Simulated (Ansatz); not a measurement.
Geometry optimisation, Ansatz 0.2.0, RKS PBE0/def2-SVP.

Input:

```yaml
crystal:
  periodic: [false, false, false]
  atoms:
    - { symbol: B, position_ang: [0.0, 0.0, 0.0] }
    - { symbol: H, position_ang: [0.0, 0.0, 1.54] }
    - { symbol: Cl, position_ang: [1.6108, 0.0, -0.93] }
    - { symbol: Cl, position_ang: [-1.6108, 0.0, -0.93] }
    - { symbol: F, position_ang: [0.0677, -1.5359, 0.5108] }
    - { symbol: H, position_ang: [0.0382, -0.8667, 1.4996] }
basis:
  gaussian: { orbitals: def2-SVP }
hamiltonian:
  xc: pbe0
relax:
  f_tol: 0.15
  max_steps: 25
  restrain:
    - { distance: [0, 4], at: 2.52, k: 30.0 }
    - { distance: [5, 1], at: 1.86, k: 30.0 }
    - { distance: [0, 1], at: 1.19, k: 30.0 }
    - { distance: [5, 4], at: 0.92, k: 30.0 }
```

Run as:

```bash
$ ansatz run input.yaml --threads 1 --pin off --max-ram 2048MiB --backend cpu --events-out ev --progress --plain --runs-dir out
```

Question: Where does it end, and by what steps?

Answer: The forces met the threshold. The restraints hold the end off the free minimum; the threshold counts their pulls, which the force column leaves out. Restrained pairs: B1–F5 (1.62 → 2.52 Å), H2–H6 (0.87 → 1.86 Å), B1–H2 (1.54 → 1.20 Å), F5–H6 (1.19 → 0.92 Å). After 9 steps the energy has fallen by 2.260 eV (the restraints' own energy left out); F5 moved furthest, 0.68 Å.

```tsv
step	energy less start (eV)	largest force component (eV/Å)	accepted
0	0.0000	3.797	yes
1	-0.7200	2.757	yes
2	-1.5099	2.023	yes
3	-1.9188	2.174	yes
4	-2.2270	1.000	yes
5	-2.0601	1.820	no
6	-2.2577	0.284	yes
7	-2.2450	1.000	no
8	-2.2597	0.204	yes
9	-2.2601	0.275	yes
```

```xyz
6
Properties=species:S:1:pos:R:3
B -0.006 0.238 -0.066
H -0.003 0.397 1.120
Cl 1.510 0.246 -0.920
Cl -1.520 0.210 -0.916
F 0.046 -2.082 0.920
H 0.078 -1.412 1.554
```

The run took 29 s on 1 thread of Arm Neoverse V1, with other jobs on the host, peak memory 0.14 GiB.
